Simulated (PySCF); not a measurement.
WClH₅, SMILES [Cl][WH5], multiplicity 1.

The structure is a stationary point at B3LYP-D3(BJ)/def2-TZVP. A frequency run showed that this geometry is not a minimum. The multiplicity is an assumed one; no other spin state was optimised. The structure was generated by enumeration; whether it is a known compound was not checked. The def2 effective core potentials stand for the cores of W; spin–orbit coupling is left out.

Two levels are set side by side: TDDFT-PBE/def2-SVPD (PySCF) and TDDFT-ωB97X/def2-SVPD (PySCF). Vertical, same geometry. The lowest singlet is HOMO→LUMO 100 % with PBE and HOMO→LUMO 90 % with the other functional; states are paired by order. Differences are taken from unrounded values.

```json
[
 {"quantity": "lowest singlet excitation (eV)", "TDDFT-ωB97X": "2.51"},
 {"quantity": "lowest triplet excitation (TDA) (eV)", "TDDFT-ωB97X": "2.00"}
]
```

**Question.** What does TDDFT-PBE give, and how far is it from TDDFT-ωB97X? (Estimate from the structure and the level; the computed values follow.)

**Answer.** 
```csv
quantity,TDDFT-PBE,TDDFT-PBE minus TDDFT-ωB97X
lowest singlet excitation (eV),2.25,-0.26
lowest triplet excitation (TDA) (eV),1.74,-0.26
```

Functionals without exact exchange tend to place singlet excitations lower, as here. Differences between two approximate levels are no errors against the true value.

Rough cost on one machine, each run with all the roots and properties that it gave: TDDFT-ωB97X against TDDFT-PBE about 6 times.
